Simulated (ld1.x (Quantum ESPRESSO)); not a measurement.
Configuration tests for Ti (Z = 22) (PAW)

ld1.x (Quantum ESPRESSO) 7.5 input, shortened:

```
&input
   title='Ti', zed=22., rel=1, dft='PW91', iswitch=3,
   config='[Ar] 3d2 4s2 4p0'
 /
 &inputp
   pseudotype=3, lpaw=.true., tm=.true., lloc=-1, rcloc=1.35,
   nlcc=.true., new_core_ps=.true.,
   which_augfun='PSQ', rmatch_augfun_nc=.true.
 /
6
3S  1  0   2.00   0.00  1.50  2.05  0.0
4S  2  0   2.00   0.00  1.50  2.05  0.0
3P  2  1   6.00   0.00  1.60  2.20  0.0
4P  3  1   0.00   0.00  1.60  2.20  0.0
3D  3  2   2.00   0.00  1.45  1.55  0.0
3D  3  2   0.00   1.05  1.45  1.55  0.0
 &test
   configts(1)='3s2 3p6 3d2 4s2 4p0'
 /
```

Energies are relative to the spin-unpolarised reference configuration 3s2 3p6 3d2 4s2 4p0; without spin polarisation the order of configurations can differ from experiment. Not all tests gave a result: test run stopped at test 5 of 7 (negative rho), 1 before it not solved. Left out of the table: 3s2 3p6 3d1 4s0 4p0 (solver errors, printed error -853 eV).

Its overlap operator is not positive definite in a basis up to 400 Ry (lowest eigenvalue s -0.04, p -3.14), so the file is unfit for use: the generalised eigenproblem breaks down once the basis is large enough, and its test numbers describe a broken file.

| valence configuration | charge | ΔE all-electron (eV) | error AE − PS (meV) |
| --- | --- | --- | --- |
| 3s2 3p6 3d2 4s1 4p0 | +1 | 7.393 | -1.0 |
| 3s2 3p6 3d2 4s0 4p0 | +2 | 20.985 | -2.1 |
| 3s2 3p6 3d2.5 4s1.5 4p0 | 0 | 0.343 | -21 |

The ghost test of this file was not conclusive.
